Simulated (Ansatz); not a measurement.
```yaml
crystal:
  periodic: [false, false, false]
  atoms:
    - {symbol: O, position_ang: [-1.198550, -0.657098, 1.240599]}
    - {symbol: C, position_ang: [-0.590164, -0.295923, 0.316868]}
    - {symbol: Te, position_ang: [1.354205, 0.534203, 0.404593]}
    - {symbol: H, position_ang: [-1.013481, -0.345559, -0.730333]}
    - {symbol: H, position_ang: [1.403800, 0.747973, -1.201498]}
basis:
  gaussian: {orbitals: def2-SVPD, final_grid: {core_spheres: 20, valence_spheres: 16, degree: 47}}
total_charge: 1
magnetization: {spin_polarized: true, initial_magnetization: 1}
hamiltonian: {xc: {name: HSE06}, dispersion: d3bjatm}
scf: {lower_state_search: light}
```

```sh
$ ansatz run in.yaml --threads 2 --pin off --events-out ev --progress --plain --max-ram 4352MiB
```

It prints (some lines left out):

```
Functional definition: HSE06
  name "HSE06"
  cite "Heyd, Scuseria & Ernzerhof, J. Chem. Phys. 118, 8207 (2003) doi:10.1063/1.1564060"
  cite "Krukau, Vydrov, Izmaylov & Scuseria, J. Chem. Phys. 125, 224106 (2006) doi:10.1063/1.2404663"
  cite "Heyd & Scuseria, J. Chem. Phys. 120, 7274 (2004) doi:10.1063/1.1668634"
  cite "Ernzerhof & Perdew, J. Chem. Phys. 109, 3313 (1998) doi:10.1063/1.476928"
  cite "Perdew, Burke & Ernzerhof, Phys. Rev. Lett. 77, 3865 (1996) doi:10.1103/PhysRevLett.77.3865"
  parent pbe
  parameter a = 0.25
  parameter omega = 0.11/bohr
  # The whole range is PBE's own exchange, as in plane waves. The composition of these papers is wPBEh.
  exchange = pbe_x - a*pbe_x_sr(omega) + a*exact_x_sr(omega)
  correlation = pbe_c
907 factors; their error is unknown
99 factors; integrals over basis functions are off by at most 1.4e-5 eV
mean field evaluation 1: about -10367.7284 eV, gradient 6.8e1 eV
mean field evaluation 2: about -10040.1043 eV, gradient 1.7e2 eV
mean field evaluation 4: about -10388.2942 eV, gradient 3.9e1 eV
mean field evaluation 8: about -10394.0913 eV, gradient 1.7e-1 eV
mean field evaluation 16: about -10394.2068 eV, gradient 2.1e-3 eV
mean field -10394.20678818 eV, -381.9800540191 hartree, gradient 7.8e-6 eV, S^2 0.756601; 3 other end points of the search recorded, 0 dependent functions left out
reference -10394.20683153 eV, -381.9800556122 hartree; 20, 19 occupied and 74, 75 virtual orbitals, 907 factors
Total energy: -10394.27237606 eV, -381.9824643294 hartree
```

Hardware: 2 threads of an Arm Neoverse V2 on a shared host. Wall time 6 s, peak host memory 0.26 GiB.
